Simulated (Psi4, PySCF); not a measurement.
Psi4 was given this input:
```
memory 2 GB

molecule mol {
0 2
C     1.482554    0.659323   -0.016558
C    -0.031544    0.783952    0.002485
S    -0.844717   -0.823715    0.008237
H    -0.371046    1.312006    0.895435
H    -0.392973    1.316748   -0.878969
H     1.933955    1.649482   -0.019490
H     1.830643    0.118414    0.860426
H     1.808830    0.123132   -0.904755
}

set {
  basis def2-svp
  reference uks
  scf_type pk
  puream true
  d_convergence 1e-8
  dft_radial_points 99
  dft_spherical_points 590
}

energy('cam-b3lyp')
print_variables()
```

### Question
Convert this to an input for PySCF.

### Answer
Several could match; the one computed here: 
```python
from pyscf import gto, scf, dft

mol = gto.M(
    atom='''
C     1.48255365    0.65932309   -0.01655837
C    -0.03154429    0.78395239    0.00248490
S    -0.84471660   -0.82371473    0.00823708
H    -0.37104627    1.31200621    0.89543533
H    -0.39297317    1.31674827   -0.87896880
H     1.93395512    1.64948226   -0.01949031
H     1.83064329    0.11841436    0.86042594
H     1.80883038    0.12313177   -0.90475459
''',
    basis='def2-svp',
    spin=1,
    verbose=4,
)

mf = dft.UKS(mol)
mf.xc = 'camb3lyp'
mf.grids.atom_grid = (99, 590)
mf.grids.prune = None
mf.kernel()
```

Both were run: Psi4 gave -477.144916 Eh and PySCF -477.144916 Eh, 0.000 mEh apart.
